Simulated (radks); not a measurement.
Task: Excited configurations of the rhodium ion Rh2+: one electron is placed in a higher orbital outside [Kr] 4d6. The ground configuration is [Kr] 4d7. Method: scalar-relativistic Kohn-Sham, PBE, spin-unpolarised, spherical densities, finite nucleus; Fermi nuclear charge, rms radius 4.4945 fm; computed with a radial shooting solver on a logarithmic mesh with Libxc functionals. Excitation = E - E(ground); binding = E(ion) - E, where the ion is the core of charge +3; n* = 3/sqrt(2 binding) in atomic units, and the quantum defect is n - n*.

| outer orbital | excitation (eV) | binding (eV) | n* | quantum defect | eigenvalue (eV) | <r> (bohr) |
|---|---|---|---|---|---|---|
| 4f | 24.353 | 8.152 | 3.876 | 0.124 | -6.331 | 5.340 |
| 5s | 7.050 | 25.455 | 2.193 | 2.807 | -21.313 | 2.590 |
| 5d | 20.946 | 11.559 | 3.255 | 1.745 | -9.389 | 4.490 |
| 5f | 26.948 | 5.557 | 4.694 | 0.306 | -4.538 | 9.099 |
| 6d | 25.574 | 6.931 | 4.203 | 1.797 | -5.832 | 8.170 |
| 7p | 26.471 | 6.034 | 4.505 | 2.495 | -5.198 | 10.14 |
| 7d | 27.903 | 4.602 | 5.159 | 1.841 | -3.947 | 12.78 |
| 7f | 29.610 | 2.895 | 6.504 | 0.496 | -2.484 | 19.74 |

Estimate the row for 6p.

Result: excitation (eV) 22.697; binding (eV) 9.808; n* 3.533; quantum defect 2.467; eigenvalue (eV) -8.351; <r> (bohr) 6.158. The Delta-SCF ionisation energy is 32.505 eV (NIST Atomic Spectra Database: 31.060 eV, semi-empirical). Self-interaction in the functional shifts the binding energies and quantum defects, so they are the method's values and not measured ones. Spin polarisation and multiplet splitting are left out, so open shells lie too high by an amount that depends on their filling.

Beside tabulated values, note that spin-unpolarised runs miss the spin-polarisation part of the exchange energy of open shells.
